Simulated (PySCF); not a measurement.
# Potential energy of ReH along the bond

Set-up: PySCF, scalar-relativistic core potentials, basis sets Re def2-TZVPP with ECP60, H def2-TZVPP. Energies in eV from Re (5d5 6s2) + H in their ground configurations at the same level. State: ⁵Σ⁺ (quintet), unpaired electrons π ↑↑, δ ↑↑.

All columns are M06. A positive dipole means Re(−)H(+).

```tsv
R (Å)	E (eV)	μ (D)	Mulliken charge on Re (basis-dependent)	HOMO (eV)	LUMO (eV)	Mayer bond order	⟨S²⟩
1.404	-1.698	-0.97	-0.04	-5.30	-2.18	1.12	6.03
1.470	-2.025	-1.02	-0.02	-5.29	-2.16	1.09	6.04
1.535	-2.214	-1.08	0.00	-5.28	-2.15	1.07	6.04
1.584	-2.286	-1.11	0.01	-5.28	-2.15	1.06	6.05
1.633	-2.310	-1.15	0.02	-5.27	-2.15	1.04	6.06
1.682	-2.295	-1.19	0.03	-5.27	-2.27	1.03	6.07
1.747	-2.227	-1.24	0.04	-5.28	-2.42	1.01	6.08
1.829	-2.087	-1.31	0.05	-5.28	-2.60	1.00	6.11
1.927	-1.867	-1.37	0.06	-5.29	-2.80	0.97	6.15
2.058	-1.529	-1.44	0.07	-5.32	-3.05	0.93	6.23
```

A fit through these points gives, at Re = 1.637 Å, μ = -1.16 D and dμ/dR = -0.803 D/Å; the reduced mass is 1.002 u.

Q: How strong is the fundamental in the double-harmonic approximation, I = 42.26·(dμ/dR)²/μred km/mol?

A: I = 42.26·(-0.803)²/1.002 = 27.2 km/mol at M06.

The metal atom is held in its measured ground configuration; semilocal functionals can put another filling of s and d lower by some tenths of an eV, and De to that atom would be smaller. ⟨S²⟩ of the unrestricted solution departs from its pure value on part of the curve, where spin states mix. Spin–orbit coupling is left out, which matters for elements this heavy, above all for dissociation energies. With d or f electrons several states lie close, and the lowest PBE0 determinant need not be the measured ground state.
